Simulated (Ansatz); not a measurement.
**Ligand exchange: CH5Cl3Si2 + C2H6Sn → CH6Cl2Si2 + C2H5ClSn**

Species: CH5Cl3Si2 `Cl[SiH2]C[SiH](Cl)Cl`, singlet; C2H6Sn `C=[CH][SnH3]`, singlet; CH6Cl2Si2 `[SiH3]C[SiH](Cl)Cl`, singlet; C2H5ClSn `C=[CH][SnH2][Cl]`, singlet. The partners trade Cl for H: Si–Cl and Sn–H bonds give way to Si–H and Sn–Cl.

Shapes, held fixed at every level: PBE0-D4/def2-TZVP. Flexible molecules stand in one conformer, not always the lowest. Programs: Ansatz 0.2.0. Electronic energies: no zero-point or thermal term.

```tsv
level	kind	ΔE (kJ/mol)
HF/def2-TZVPP	Hartree–Fock	-7.4
PBE0-D4/def2-TZVPP	global hybrid	+2.5
r2SCAN0-D4/def2-TZVPP	global hybrid	+2.9
wB97X-V/def2-TZVPP	range-separated hybrid	+0.9
B2PLYP/def2-TZVPP	double hybrid	-0.5
MP2/def2-SVP	perturbation theory	-3.1
MP2/def2-TZVPP	perturbation theory	+4.5
```

MP2/def2-TZVPP gives ΔE = +4.5 kJ/mol; the levels span -7.4 to +4.5. They disagree on the sign: 4 of 7 are positive. The median of the levels is +0.9. No measured value is set beside it here. For atoms past krypton def2 sets carry core potentials with scalar relativity. Outer-core shells of Sn are correlated in most correlated rows, in sets that cover them unevenly.
